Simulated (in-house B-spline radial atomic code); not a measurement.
A fraction x of an electron is removed from 6s in Er, starting from [Xe] 4f12 6s2 and keeping the highest spin. Level of theory: scalar-relativistic (X2C) TPSS, spin-polarised, spherical fractional occupations, Fermi nucleus of rms radius 5.2516 fm; calculated with a radial B-spline atomic code at the basis-set limit.

```tsv
x	E(x) - E(0) (eV)	6s down level (eV)
0	0.0000	-3.771
0.04	0.1542	-3.940
0.23	0.9789	-4.742
0.31	1.3718	-5.081
0.39	1.7919	-5.422
0.5	2.4144	-5.898
0.56	2.7762	-6.165
0.63	3.2190	-6.487
0.79	4.3201	-7.299
0.91	5.2377	-8.008
1	5.9802	-
```

The exact functional would give a straight line between the two integer points. Deviations E(x) - E(0) - x[E(1) - E(0)], in eV: -0.085 at x = 0.04, -0.397 at x = 0.23, -0.482 at x = 0.31, -0.54 at x = 0.39, -0.576 at x = 0.5, -0.573 at x = 0.56, -0.549 at x = 0.63, -0.404 at x = 0.79, -0.204 at x = 0.91.

The curve lies below the straight line by up to 0.576 eV (at x = 0.5): convex, the delocalisation error that favours fractional charges.

How well does Slater's transition state (minus the level at half occupation) give the ionisation energy?

It gives 5.898 eV against 5.980 eV from the two total energies; NIST lists 6.11 eV, ground level to ground level.
